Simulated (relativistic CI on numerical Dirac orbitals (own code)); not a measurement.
**What each ingredient does to the levels of Zr29+**

Base calculation: Dirac-Coulomb-Breit CI, separate exchange-only KLI orbitals for each configuration, model QED, unscaled Slater integrals.

Configurations in the expansion (outside the closed core [Ne]): 3s, 3p, 3d, 4s, 4p, 4d, 4f, 5s, 5p, 5d, 5f, 5g, 6s, 6p, 6d. Levels of other configurations are missing.

Variants: (1) QED terms removed. Shifts of the energy above 3s ²S1/2, in eV, for the lowest level and the first level of each name with at least 55 % of one term (blank where a level changes its place among those of its configuration and J or its character, or is not in the variant):

```csv
Level,Base,Δ(1)
3s ²S1/2,0.00,0.00
3p ²P°1/2,65.64,+0.50
3p ²P°3/2,86.91,+0.46
3d ²D3/2,173.40,+0.50
3d ²D5/2,177.66,+0.49
4s ²S1/2,727.39,+0.29
4p ²P°1/2,754.27,+0.49
4p ²P°3/2,762.81,+0.47
4d ²D3/2,795.24,+0.49
4d ²D5/2,797.12,+0.48
4f ²F°5/2,813.49,+0.48
4f ²F°7/2,814.25,+0.48
5s ²S1/2,1047.25,+0.38
5p ²P°1/2,1060.72,+0.48
```

At this charge energies of transitions that change n are usually good to better than 1 %, and those within a shell (Δn = 0) to a few per cent.

Ionisation energy from the two ground configurations alone: base 1581.54 eV; QED terms removed 1582.02 eV. The NIST ASD value (semi-empirical) is 1582.37 eV.
